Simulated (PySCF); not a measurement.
## Energy of Nd+ (neodymium, charge +1) between two integer charges

The 6s alpha orbital of [Xe] 4f4 6s1 is emptied in steps (occupation f), with all orbitals relaxed, ending at [Xe] 4f4. Computed with PySCF 2.14 in def2-TZVP with the def2 core potential (28 electrons) (10s7p5d4f1g, 93 functions), with a scalar-relativistic core potential. The exact energy is a straight line in f; departures are measured from the line between the end points of the same method.

```csv
f,PBE0 (eV)
1,0.000
0.9,-0.162
0.7,-0.379
0.5,-0.453
0.3,-0.382
0.1,-0.161
0,0.000
```

```
method  E(f=0) − E(f=1) (eV)  −ε at f=1 (eV)  −ε at f=0.5 (eV)
  PBE0                10.884           9.086            10.874
```

Orbital energy along the path (eV):

```csv
f,PBE0
1,-9.086
0.9,-9.442
0.7,-10.155
0.5,-10.874
0.3,-11.610
0.1,-12.355
0,-12.552
```

Reference removal energy between the ground levels: 10.783 ± 0.02 eV (semi-empirical (NIST evaluation); NIST Atomic Spectra Database, ionization energies). The calculation has no spin-orbit coupling.
